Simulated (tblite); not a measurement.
C₁₅H₁₀S₂.
Bonds: S1–C2 (double), C2–C3, C3–C4 (aromatic), C4–C5 (aromatic), C5–C6, C6–C7 (aromatic), C7–C8 (aromatic), C8–C9 (aromatic), C9–S10 (aromatic), C5–C11 (aromatic), C11–C12 (aromatic), C12–C13 (aromatic), C13–C14 (aromatic), C14–C15 (aromatic), C15–C16 (aromatic), C16–C17 (aromatic), C3–C17 (aromatic), C6–S10 (aromatic), C11–C17. Hydrogens: H18 on C2; H19 on C4; H20 on C7; H21 on C8; H22 on C9; H23 on C12; H24 on C13; H25 on C14; H26 on C15; H27 on C16.

The geometry is computed with GFN2-xTB (gas phase).

(1) Give the optimised bond lengths and angles.

Results:

(1) 
| bond | length (Å) | order |
| --- | --- | --- |
| S1=C2 | 1.642 | double |
| C2–C3 | 1.410 | single |
| C3–C4 | 1.410 | aromatic |
| C4–C5 | 1.390 | aromatic |
| C5–C6 | 1.440 | single |
| C6–C7 | 1.371 | aromatic |
| C7–C8 | 1.408 | aromatic |
| C8–C9 | 1.357 | aromatic |
| C9–S10 | 1.717 | aromatic |
| C5–C11 | 1.424 | aromatic |
| C11–C12 | 1.383 | aromatic |
| C12–C13 | 1.387 | aromatic |
| C13–C14 | 1.389 | aromatic |
| C14–C15 | 1.385 | aromatic |
| C15–C16 | 1.391 | aromatic |
| C16–C17 | 1.380 | aromatic |
| C3–C17 | 1.426 | aromatic |
| C6–S10 | 1.744 | aromatic |
| C11–C17 | 1.470 | single |
| C2–H18 | 1.088 | single |
| C4–H19 | 1.075 | single |
| C7–H20 | 1.075 | single |
| C8–H21 | 1.075 | single |
| C9–H22 | 1.072 | single |
| C12–H23 | 1.083 | single |
| C13–H24 | 1.083 | single |
| C14–H25 | 1.084 | single |
| C15–H26 | 1.083 | single |
| C16–H27 | 1.083 | single |

Orders are formal, as drawn. A selection of angles:
| angle | degrees |
| --- | --- |
| S1–C2–C3 | 129.0 |
| S1–C2–H18 | 116.4 |
| C3–C2–H18 | 114.6 |
| C2–C3–C4 | 122.1 |
| C2–C3–C17 | 130.5 |
| C4–C3–C17 | 107.3 |
| C3–C4–C5 | 110.8 |
| C3–C4–H19 | 124.0 |
| C5–C4–H19 | 125.2 |
| C4–C5–C6 | 123.3 |
| C4–C5–C11 | 107.8 |
| C6–C5–C11 | 128.9 |
| C5–C6–C7 | 126.3 |
| C5–C6–S10 | 123.5 |
| C7–C6–S10 | 110.0 |
| C6–C7–C8 | 113.6 |
| C6–C7–H20 | 123.0 |
| C8–C7–H20 | 123.4 |
| C7–C8–C9 | 112.7 |
| C7–C8–H21 | 123.8 |
| C9–C8–H21 | 123.5 |
| C8–C9–S10 | 112.0 |
| C8–C9–H22 | 128.9 |
| S10–C9–H22 | 119.1 |
| C6–S10–C9 | 91.6 |
| C5–C11–C12 | 125.6 |
| C5–C11–C17 | 107.2 |
| C12–C11–C17 | 127.1 |
| C11–C12–C13 | 129.1 |
| C11–C12–H23 | 115.7 |
| C13–C12–H23 | 115.2 |
| C12–C13–C14 | 128.9 |
| C12–C13–H24 | 115.4 |
| C14–C13–H24 | 115.7 |
| C13–C14–C15 | 129.1 |
| C13–C14–H25 | 115.3 |
| C15–C14–H25 | 115.6 |
| C14–C15–C16 | 128.8 |
| C14–C15–H26 | 115.8 |
| C16–C15–H26 | 115.4 |
| C15–C16–C17 | 128.9 |
| C15–C16–H27 | 115.9 |
| C17–C16–H27 | 115.2 |
| C3–C17–C16 | 125.4 |

Torsions: S1–C2–C3–C4 -179° (antiperiplanar); C4–C5–C6–C7 23° (synperiplanar); C5–C11–C17–C16 177° (antiperiplanar). The mirror-image conformer, all signs reversed, is as good.

The 5-membered ring C3–C4–C5–C11–C17 has internal angles of 106.9° to 110.8° (sum 540°, against 540° for a flat polygon); it is planar, 0.01 Å rms from its mean plane, widest ring torsion 2°. The C–S distances run from 1.642 Å (S1=C2, drawn double) to 1.744 Å (C6–S10, aromatic), a spread of 0.102 Å. The 7-membered ring C11–C12–C13–C14–C15–C16–C17 has internal angles of 127.1° to 129.1° (sum 900°, against 900° for a flat polygon); it is almost planar, 0.03 Å rms from its mean plane, widest ring torsion 7°. S10 (thiophene-type sulfur) is bent (angle 91.6°). Of the pairs four or more bonds apart, S1···H27 is among the closest relative to their van der Waals radii: 2.40 Å, 80 % of the sum of Bondi's values. The 16 C–C bonds span 1.357 Å (C8–C9, aromatic) to 1.470 Å (C11–C17, drawn single), a spread of 0.113 Å. The 5-membered ring C6–C7–C8–C9–S10 has internal angles of 91.6° to 113.6°; it is planar, 0.00 Å rms from its mean plane, widest ring torsion 1°.

Point group: C1 (no symmetry element, even within 0.4 Å). Its GFN2-xTB frequencies are all real (lowest 34 cm⁻¹). The numbers are those of one conformer.
